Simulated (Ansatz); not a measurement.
# Telling isomers of BF2GeH4O+ apart by their spectra

These gas-phase data were calculated for one isomer of BF2GeH4O+ at r2SCAN-D4/def2-SVP (harmonic, unscaled wavenumbers; equilibrium rotational constants with average atomic masses):

| Property | Result |
| --- | --- |
| rotational constants | 7.982, 1.778, 1.486 GHz |
| all wavenumbers above 1500 cm⁻¹ | 3691, 2782, 2297, 2244 |

Candidates:

(1) `FB(F)[OH+][GeH3]`, a singlet
(2) `FB[OH+][GeH2][F]`, a singlet

Q: Which candidate do the data belong to?

A: Candidate (2). The band at 2782 cm⁻¹ lies where the B–H stretch is expected; (1) has no mode between 2350 and 2900 cm⁻¹.

The same quantities for all candidates:

```tsv
	rotational constants (GHz)	wavenumbers above 1500 cm⁻¹	E above the lowest, r2SCAN-D4/def2-SVP (kcal/mol)
(1)	8.769, 1.345, 1.185	3721, 2277, 2273, 2229, 1631	0.0
(2)	7.982, 1.778, 1.486	3691, 2782, 2297, 2244	23.7
```

Harmonic stretches to hydrogen usually lie a few per cent above observed fundamentals. Each candidate is one conformer. Programs: Ansatz 0.2.0.
